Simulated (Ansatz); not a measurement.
Program: Ansatz 0.2.0.

A structure relaxed at PBE0-D4/def2-TZVP, charge 0, multiplicity 1:

```
atom   x (Å)   y (Å)   z (Å)
 Br1  -0.226  -1.832  -1.974
  C2   1.215  -1.456  -0.787
  N3   1.269  -0.489  -0.006
  C4   0.309   0.442   0.202
  N5   0.178   1.659  -0.181
 Si6  -1.139   1.194   0.923
  H7   2.009  -2.191  -0.857
  H8  -2.490   0.956   0.377
  H9  -1.124   1.717   2.304
```

(1) Give its formula and SMILES.

(2) Summarise the bond lengths by kind.

## Answers

(1) C2H3BrN2Si, `Br/C=N\C1=N[SiH2]1`.

(2) 1 × Br–C 1.905 Å; 3 × C–N 1.245 to 1.353 Å; 1 × C–H 1.084 Å; 1 × C–Si 1.783 Å; 1 × N–Si 1.779 Å; 2 × H–Si 1.477 Å.
